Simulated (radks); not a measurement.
Valence configurations of Tb+ (all share [Xe]). Method: scalar-relativistic Kohn-Sham, r2SCAN, spin-polarised, spherical densities, finite nucleus; open shells are filled with parallel spins first (spin-orbit coupling, left out, can overturn this in heavy ions); meta-GGA in the generalised Kohn-Sham scheme; Fermi nuclear charge, rms radius 5.06 fm; computed with a radial shooting solver on a logarithmic mesh with Libxc functionals. Energies are relative to 4f9 6s1; eigenvalues in eV for spin up.

| valence | E (eV) | moment (Bohr magnetons) | e(4f) | e(5d) | e(6p) | e(6s) |
|---|---|---|---|---|---|---|
| 4f9 6s1 | 0.000 | 6 | -11.011 | - | - | -9.274 |
| 4f10 | 4.595 | 4 | -5.873 | - | - | - |
| 4f9 5d1 | 1.998 | 6 | -9.220 | -6.024 | - | - |
| 4f8 6s2 | 1.008 | 6 | -20.073 | - | - | -10.544 |
| 4f8 5d1 6p1 | 4.368 | 8 | -18.748 | -9.749 | -6.753 | - |
| 4f9 6p1 | 3.434 | 6 | -12.288 | - | -6.356 | - |
| 4f8 6p2 | 7.752 | 8 | -22.299 | - | -8.068 | - |
| 4f7 5d2 6s1 | 4.536 | 10 | -24.745 | -10.534 | - | -10.788 |
| 4f8 5d0.5 6p1.5 | 5.958 | 8 | -20.521 | -10.821 | -7.448 | - |
| 4f8.5 6s1 6p0.5 | 0.979 | 7 | -15.812 | - | -6.669 | -10.555 |

NIST lists [Xe] 4f9 6s1 as the ground configuration; this level of theory agrees among the configurations tried. The energies are those of spherical high-spin densities, not of single terms.
